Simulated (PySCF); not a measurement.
## Excitation energy of Tl by level of theory

Tl [Xe] 4f14 5d10 6s2 6p1 (2P) → Tl [Xe] 4f14 5d10 6s1 6p2 (4P), as a difference of total energies. Calculation: PySCF 2.14, in aug-cc-pwCVTZ-DK3; the spin-free X2C one-electron Hamiltonian (Gaussian nucleus). The calculations carry no spin-orbit coupling.

| method | excitation energy (eV) |
| --- | --- |
| UHF | 4.314 |
| TPSSh | 5.993 |
| B3LYP | 6.241 |

Spin-orbit coupling is strong in these open shells (close to jj coupling). The scalar numbers leave it out and a first-order estimate fails, so it can dominate the gap to the real levels.
